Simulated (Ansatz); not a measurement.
Born–Oppenheimer molecular dynamics of H$_{6}$OSSi$_{3}$ (11 atoms, charge 0, multiplicity 1). It starts at the highest image of a converged band. Of that band: Neighbouring images differ by up to 1.4 eV, so the band resolves the path poorly. A vibrational analysis at the climbing image gives one clearly imaginary mode, 895i cm⁻¹: a first-order saddle point.

All numbers below come from RKS B3LYP-D4/def2-SVP in Ansatz 0.2.0.

```
ensemble                      : NVE (velocity Verlet)
time step                     : 0.5 fs
steps asked                   : 200
starting velocities drawn for : 100 K
seed                          : 2883
```

Frames 1 fs apart, positions in Å.

Velocities at 45.0 fs (Å/ps):

```
O 0.37 -0.89 -4.56
Si -4.71 -7.90 -5.52
Si 0.32 1.82 -1.51
Si 0.68 -4.08 4.89
S 0.20 8.70 10.03
H -10.96 17.81 -47.31
H 71.70 34.21 -74.54
H 15.68 -5.59 -9.42
H 22.23 -39.39 -13.73
H -7.16 12.79 -12.54
H -0.29 0.58 -29.52
```

```xyz
11
Properties=species:S:1:pos:R:3 time_fs=45.0 energy_less_start_eV=-1.391 T=1295
O -1.573 2.071 1.071
Si -0.200 1.393 0.347
Si 0.320 -0.778 1.048
Si 0.872 -1.008 -1.194
S -0.409 0.632 -1.763
H -2.396 1.547 1.023
H 0.958 2.033 1.246
H 1.192 -1.183 2.187
H -1.044 -1.414 1.211
H 0.433 -2.086 -2.123
H 2.281 -0.585 -1.439
11
Properties=species:S:1:pos:R:3 time_fs=46.0 energy_less_start_eV=-1.502 T=1390
O -1.572 2.070 1.067
Si -0.204 1.385 0.342
Si 0.320 -0.776 1.046
Si 0.873 -1.012 -1.189
S -0.409 0.641 -1.753
H -2.405 1.566 0.975
H 1.025 2.069 1.163
H 1.208 -1.189 2.177
H -1.020 -1.454 1.197
H 0.427 -2.074 -2.135
H 2.281 -0.586 -1.469
11
Properties=species:S:1:pos:R:3 time_fs=47.0 energy_less_start_eV=-1.602 T=1476
O -1.572 2.069 1.062
Si -0.209 1.377 0.338
Si 0.320 -0.775 1.045
Si 0.874 -1.016 -1.184
S -0.409 0.650 -1.743
H -2.409 1.588 0.927
H 1.081 2.107 1.064
H 1.225 -1.193 2.167
H -0.995 -1.495 1.184
H 0.423 -2.064 -2.145
H 2.281 -0.589 -1.500
11
Properties=species:S:1:pos:R:3 time_fs=48.0 energy_less_start_eV=-1.692 T=1554
O -1.571 2.068 1.056
Si -0.213 1.369 0.334
Si 0.320 -0.774 1.044
Si 0.875 -1.020 -1.180
S -0.409 0.660 -1.732
H -2.409 1.611 0.879
H 1.121 2.144 0.951
H 1.241 -1.196 2.155
H -0.968 -1.538 1.171
H 0.421 -2.057 -2.154
H 2.280 -0.595 -1.530
11
Properties=species:S:1:pos:R:3 time_fs=49.0 energy_less_start_eV=-1.771 T=1621
O -1.570 2.066 1.050
Si -0.216 1.362 0.330
Si 0.319 -0.773 1.042
Si 0.876 -1.024 -1.175
S -0.409 0.670 -1.722
H -2.408 1.636 0.830
H 1.145 2.179 0.825
H 1.257 -1.197 2.142
H -0.940 -1.580 1.159
H 0.420 -2.052 -2.160
H 2.278 -0.603 -1.559
11
Properties=species:S:1:pos:R:3 time_fs=50.0 energy_less_start_eV=-1.834 T=1676
O -1.569 2.065 1.044
Si -0.220 1.354 0.328
Si 0.319 -0.772 1.042
Si 0.877 -1.028 -1.172
S -0.409 0.680 -1.711
H -2.406 1.660 0.782
H 1.150 2.210 0.689
H 1.271 -1.196 2.127
H -0.913 -1.622 1.148
H 0.421 -2.050 -2.163
H 2.273 -0.615 -1.586
11
Properties=species:S:1:pos:R:3 time_fs=51.0 energy_less_start_eV=-1.874 T=1710
O -1.567 2.064 1.037
Si -0.222 1.347 0.325
Si 0.318 -0.772 1.041
Si 0.879 -1.032 -1.168
S -0.409 0.690 -1.700
H -2.405 1.685 0.735
H 1.137 2.236 0.548
H 1.285 -1.194 2.111
H -0.885 -1.664 1.138
H 0.422 -2.050 -2.163
H 2.267 -0.629 -1.611
11
Properties=species:S:1:pos:R:3 time_fs=52.0 energy_less_start_eV=-1.880 T=1715
O -1.565 2.062 1.030
Si -0.225 1.340 0.323
Si 0.318 -0.772 1.040
Si 0.881 -1.035 -1.165
S -0.409 0.701 -1.690
H -2.403 1.710 0.688
H 1.106 2.255 0.406
H 1.298 -1.189 2.094
H -0.858 -1.704 1.129
H 0.424 -2.053 -2.159
H 2.259 -0.645 -1.633
11
Properties=species:S:1:pos:R:3 time_fs=53.0 energy_less_start_eV=-1.839 T=1679
O -1.563 2.061 1.023
Si -0.226 1.334 0.321
Si 0.317 -0.773 1.040
Si 0.883 -1.039 -1.163
S -0.409 0.711 -1.679
H -2.401 1.736 0.642
H 1.060 2.267 0.265
H 1.311 -1.183 2.077
H -0.832 -1.741 1.121
H 0.426 -2.059 -2.152
H 2.250 -0.662 -1.653
11
Properties=species:S:1:pos:R:3 time_fs=54.0 energy_less_start_eV=-1.742 T=1597
O -1.561 2.060 1.016
Si -0.228 1.328 0.319
Si 0.317 -0.774 1.040
Si 0.884 -1.042 -1.161
S -0.410 0.721 -1.669
H -2.395 1.765 0.599
H 1.000 2.275 0.131
H 1.323 -1.176 2.061
H -0.807 -1.775 1.116
H 0.428 -2.068 -2.142
H 2.242 -0.681 -1.669
11
Properties=species:S:1:pos:R:3 time_fs=55.0 energy_less_start_eV=-1.590 T=1466
O -1.559 2.058 1.008
Si -0.229 1.323 0.318
Si 0.316 -0.776 1.041
Si 0.886 -1.045 -1.160
S -0.410 0.731 -1.659
H -2.386 1.795 0.559
H 0.932 2.279 0.006
H 1.337 -1.167 2.046
H -0.783 -1.806 1.112
H 0.428 -2.080 -2.128
H 2.235 -0.701 -1.683
11
Properties=species:S:1:pos:R:3 time_fs=56.0 energy_less_start_eV=-1.389 T=1293
O -1.557 2.057 1.000
Si -0.230 1.318 0.316
Si 0.316 -0.778 1.041
Si 0.888 -1.048 -1.159
S -0.411 0.740 -1.650
H -2.374 1.828 0.523
H 0.859 2.281 -0.106
H 1.350 -1.158 2.033
H -0.761 -1.831 1.110
H 0.428 -2.096 -2.111
H 2.231 -0.720 -1.694
```

Of the whole run (100 fs, mean temperature of the second half 1099 K): The conserved energy stayed within 0.13 meV per atom of its start (net change -0.062 meV per atom), so the integration is sound. The system heated up, since it started high on the potential surface and ran downhill. A run of 0.1 ps of so small a system gives no equilibrium averages. The orbitals stay closed-shell, which can raise the energy where a bond breaks towards radicals; this wasn't checked here.

Run time: 13 min on 2 threads of Arm Neoverse V1, on a shared host, peak memory 0.29 GiB.
